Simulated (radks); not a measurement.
Bi III, configuration [Hg] 6p1. All-electron calculation, Dirac Kohn-Sham, PBE, spin-unpolarised, spherical densities, point nucleus; open shells are shared between the two j in proportion to 2j + 1. Program: a radial shooting solver on a logarithmic mesh with Libxc functionals.

Spin-orbit splittings of the eigenvalues, e(l+1/2) - e(l-1/2), with zeta = 2 splitting/(2l+1) and mean radii in bohr:

shell  occ.  splitting (eV)  zeta (eV)  <r> j=l-1/2  <r> j=l+1/2
2p        6            2320       1547      0.05388      0.06293
3p        6           519.5      346.3       0.1615       0.1780
3d       10           110.1      44.04       0.1545       0.1595
4p        6               ?          ?       0.3777       0.4124
4d       10           23.89      9.555       0.4161       0.4271
4f       14           5.490      1.569       0.4380       0.4442
5p        6           24.65      16.43       0.8854       0.9748
5d       10           3.024      1.210        1.203        1.244
6p        1           2.713      1.809        2.435        2.699

Estimate the 4p splitting.

Answer. 128.0 eV (zeta = 85.35 eV).
